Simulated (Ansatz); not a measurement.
Ansatz results at the PBE0-D4/def2-TZVP geometry: size of the dipole moment (PBE/def2-TZVPP) 1.40 D; LUMO energy (PBE/def2-TZVPP) -1.10 eV; LUMO energy (B3LYP/def2-TZVPP) -0.47 eV.

Each molecule was computed in one conformer, which needn't be the lowest.

**Question.** Which molecule gave them?
A. `C[SiH2]O[SiH3]`
B. `CC(C)[Si](F)(C(C)C)C(C)C`
C. `O[SiH](F)[SiH3]`
D. `O[Si]([SiH3])(Cl)Br`

**Answer.** C. The others give `C[SiH2]O[SiH3]`: 0.74, -0.78, -0.12; `CC(C)[Si](F)(C(C)C)C(C)C`: 1.52, 0.07, 0.57; `O[Si]([SiH3])(Cl)Br`: 0.92, -1.30, -0.62.

B3LYP here is the variant with VWN-RPA as its local correlation; programs differ in this.
